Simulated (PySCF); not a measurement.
# Diatomic cations of Cs with group 13

CCSD(T) with double-zeta basis sets in PySCF, for the lowest determinant that a PBE0 search found; no spin–orbit coupling. De refers to high-spin ground-configuration atoms (the charge goes to the atom of lower measured ionisation energy or higher electron affinity, which is not always the lowest computed limit).

| M | basis | reference, frozen orbitals | charged atom | state (unpaired electrons) | Re (Å) | ωe (cm⁻¹) | De (eV) |
| --- | --- | --- | --- | --- | --- | --- | --- |
| B | def2-SVP | UHF, 1 | Cs+ | doublet (σ ↑) | 3.865 | 105 | 0.22 |
| Al | def2-SVPD | UHF, 5 | Cs+ | doublet (σ ↑) | 4.432 | 67.3 | 0.38 |
| Ga | def2-SVP | UHF, 9 | Cs+ | doublet (σ ↑) | 4.348 | 47.6 | 0.36 |
| In | def2-SVP | UHF, 4 | Cs+ | doublet (σ ↑) | 4.475 | 40.1 | 0.38 |
| Tl | def2-SVP | UHF, 4 | Cs+ | doublet (σ ↑) | 4.519 | 34.3 | n/a |

The shortest bond is that of CsB⁺ (3.865 Å), the longest that of CsTl⁺ (4.519 Å).

The rows differ in basis set, which adds steps of its own.

Down a group the atoms grow and get heavier, so bonds lengthen and wavenumbers fall; the exceptions here are the shorter bond at Ga.

Correlated steps freeze the inner cores (1 to 9 orbitals); shallow outer-core shells are correlated. Weak bonds: CsAl⁺, CsB⁺, CsGa⁺, CsIn⁺. Basis-set superposition, not corrected here, can be much of De in a small basis, most of all at correlated wavefunction levels. These are scalar-relativistic numbers at best; spin–orbit coupling would shift them, the dissociation energy most. For an ion De counts to the pair picked by the measured ionisation energies or electron affinities, which need not be the lowest pair at this level. States were picked by a PBE0 search and need not be the measured ground states.
